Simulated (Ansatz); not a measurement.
Basis-set extrapolation for CH9NOSi2, SMILES `C[SiH2]N[SiH2]O` (PBE0-D4/def2-TZVP geometry, frozen core, Ansatz 0.2.0). Multiplicity 1, RHF reference.

```json
{"": "HF", "def2-TZVPP": "-750.507944", "def2-QZVPP": "-750.535406"}
{"": "MP2 correlation", "def2-TZVPP": "-0.881871", "def2-QZVPP": "-0.947112"}
{"": "CCSD(T) correlation", "def2-TZVPP": "-0.968605", "def2-QZVPP": "not run"}
```

Energies in hartree. Use E(X) = E(∞) + A·exp(−7.88·√X) for Hartree–Fock and E(X) = E(∞) + B·X^(−2.97) for correlation, with X = 3 and 4, and add CCSD(T) minus MP2 of the smaller set to the MP2 limit.

Problem. What is the CCSD(T) energy at the basis-set limit?

Solution. HF limit: -750.535406 + (-0.027462) × 0.13774 = -750.53919. MP2 limit: -0.947112 + (-0.065241) × 0.74074 = -0.99544. Higher-order term: -0.968605 − (-0.881871) = -0.08673. Total: -751.62136 hartree, 3.94 eV below CCSD(T)/def2-TZVPP.
